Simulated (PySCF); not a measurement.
Al(Cl)2(GeH3) (AlCl2GeH3), SMILES [Cl][Al]([Cl])[GeH3].

Coordinates come from a PBE0-D3(BJ)/def2-SVP optimisation. The structure was generated by enumeration; whether it is a known compound was not checked.

These are TDA-PBE/def2-SVPD (PySCF 2.14.0) values and carry that method's errors.

Vertical excitations. Isolated molecule, no solvent.

Computed lowest excited states:
```json
[
 {"state": "S1", "energy (eV)": "5.02", "λ (nm)": "247", "f": "0.022", "main pairs": "HOMO→LUMO 95 %"},
 {"state": "S2", "energy (eV)": "5.35", "λ (nm)": "232", "f": "0.000", "main pairs": "HOMO−1→LUMO 100 %"},
 {"state": "S3", "energy (eV)": "5.86", "λ (nm)": "212", "f": "0.181", "main pairs": "HOMO→LUMO+1 78 %, HOMO−3→LUMO 15 %"},
 {"state": "S4", "energy (eV)": "5.92", "λ (nm)": "209", "f": "0.020", "main pairs": "HOMO−2→LUMO 83 %"},
 {"state": "S5", "energy (eV)": "6.13", "λ (nm)": "202", "f": "0.004", "main pairs": "HOMO−4→LUMO 77 %, HOMO−1→LUMO+1 18 %"},
 {"state": "S6", "energy (eV)": "6.17", "λ (nm)": "201", "f": "0.017", "main pairs": "HOMO−1→LUMO+1 65 %, HOMO−4→LUMO 16 %"},
 {"state": "S7", "energy (eV)": "6.21", "λ (nm)": "200", "f": "0.018", "main pairs": "HOMO−5→LUMO 81 %"},
 {"state": "S8", "energy (eV)": "6.33", "λ (nm)": "196", "f": "0.202", "main pairs": "HOMO−3→LUMO 69 %"},
 {"state": "S9", "energy (eV)": "6.38", "λ (nm)": "194", "f": "0.000", "main pairs": "HOMO−2→LUMO+1 100 %"},
 {"state": "S10", "energy (eV)": "6.53", "λ (nm)": "190", "f": "0.013", "main pairs": "HOMO−6→LUMO 88 %"},
 {"state": "T1", "energy (eV)": "4.25", "λ (nm)": "292", "f": "0", "main pairs": "HOMO→LUMO 98 %"},
 {"state": "T2", "energy (eV)": "5.12", "λ (nm)": "242", "f": "0", "main pairs": "HOMO→LUMO+1 97 %"},
 {"state": "T3", "energy (eV)": "5.25", "λ (nm)": "236", "f": "0", "main pairs": "HOMO−1→LUMO 100 %"},
 {"state": "T4", "energy (eV)": "5.42", "λ (nm)": "229", "f": "0", "main pairs": "HOMO−2→LUMO 99 %"}
]
```
Triplets are in the Tamm–Dancoff approximation.
